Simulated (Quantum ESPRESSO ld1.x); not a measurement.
Problem. The table gives one normalised radial function P(r) = r R(r) of Cr2+ in [Ne] 3s2 3p5.75 3d4 4s0.25 (r in bohr). All-electron calculation, non-relativistic Kohn-Sham, LDA (Slater exchange, VWN5 correlation), spin-polarised, spherical densities, point nucleus; open shells are filled with parallel spins first. Program: ld1.x of Quantum ESPRESSO 7.5.

| r | P |
|---|---|
| 0.00312 | 0.0751 |
| 0.003546 | 0.0844 |
| 0.004062 | 0.0955 |
| 0.004617 | 0.1071 |
| 0.005289 | 0.1207 |
| 0.00606 | 0.1356 |
| 0.006887 | 0.1510 |
| 0.007891 | 0.1687 |
| 0.008968 | 0.1866 |
| 0.01027 | 0.2068 |
| 0.01168 | 0.2267 |
| 0.01338 | 0.2485 |
| 0.01533 | 0.2704 |
| 0.01742 | 0.2906 |
| 0.01996 | 0.3107 |
| 0.02268 | 0.3274 |
| 0.02599 | 0.3412 |
| 0.02954 | 0.3491 |
| 0.03384 | 0.3502 |
| 0.03877 | 0.3415 |
| 0.04407 | 0.3222 |
| 0.05049 | 0.2878 |
| 0.05738 | 0.2404 |
| 0.06574 | 0.1726 |
| 0.07472 | 0.0921 |
| 0.0856 | -0.0102 |
| 0.09807 | -0.1267 |
| 0.1115 | -0.2442 |
| 0.1277 | -0.3691 |
| 0.1451 | -0.4767 |
| 0.1663 | -0.5673 |
| 0.189 | -0.6168 |
| 0.2165 | -0.6174 |
| 0.2481 | -0.5530 |
| 0.2819 | -0.4274 |
| 0.323 | -0.2271 |
| 0.3671 | 0.0134 |
| 0.4206 | 0.3028 |
| 0.478 | 0.5793 |
| 0.5477 | 0.8436 |
| 0.6275 | 1.0441 |
| 0.7132 | 1.1517 |
| 0.8171 | 1.1695 |
| 0.9286 | 1.1009 |
| 1.064 | 0.9573 |
| 1.209 | 0.7824 |
| 1.385 | 0.5850 |
| 1.587 | 0.4026 |
| 1.804 | 0.2610 |
| 2.067 | 0.1497 |
| 2.349 | 0.0803 |
| 2.691 | 0.0368 |
| 3.059 | 0.0156 |
| 3.504 | 0.0054 |
| 4.015 | 0.0016 |
| 4.563 | 0.0004 |
| 5.228 | 0.0001 |
| 5.941 | 0.0000 |
| 6.807 | 0.0000 |
| 7.736 | 0.0000 |
| 8.864 | 0.0000 |

Which n and l does it have? It may be an empty orbital.

Solution. n = 3, l = 0: the number of nodes gives n - l - 1 = 2, the rise at small r (about r^(l+1)) gives l, and the extent must fit the shell. The curve is that of 3s up; the table hardly tells the two spins apart. 3s up: eigenvalue -96.782 eV, 2 radial nodes at r = 0.0845, 0.365 bohr, <r> = 0.904 bohr, 90 % of the charge inside 1.35 bohr.
